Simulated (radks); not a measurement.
Spherical quantum dot in the effective-mass picture: electrons in a parabolic well V = omega^2 r^2 / 2 with omega = 1.46, with a point charge +1 (a donor) at the centre, all in effective atomic units (hartree* = m*/eps^2 hartree, bohr* = eps/m* bohr), one dielectric constant everywhere. Calculated with a radial shooting solver with Libxc functionals: non-relativistic Kohn-Sham, LDA (Slater exchange, Perdew-Wang correlation), spin-polarised, spherical densities. Levels are named by radial order and angular momentum (1s, 1p, 1d, 2s, ...), and open shells are averaged over m. Results are scaled to m* = 0.057 and eps = 9.1, for which hartree* = 18.73 meV and bohr* = 8.448 nm.

N = 17, configuration 1s2 1p6 1d(up 5, down 2) 2s2. This is the lowest configuration that the search found. Occupied and some empty levels:

level    occupation  eigenvalue (meV)  <r> (nm)
1s up             1            207.65     9.411
1s down           1            208.42     9.300
1p up             3            226.28     13.26
1p down           3            227.42     13.23
2s up             1            241.31     13.28
2s down           1            242.12     13.36
1d up             5            243.61     15.43
1d down           2            244.80     15.45
1f up             0            262.03     17.10
1f down           0            263.17     17.14
2p up             0            265.26     15.29
2p down           0            266.02     15.31
1g up             0            281.60     18.52
1g down           0            282.64     18.57

Energy (meV): total 2533.96, kinetic 462.86, external 758.14, Hartree 1489.1, exchange-correlation -176.14.
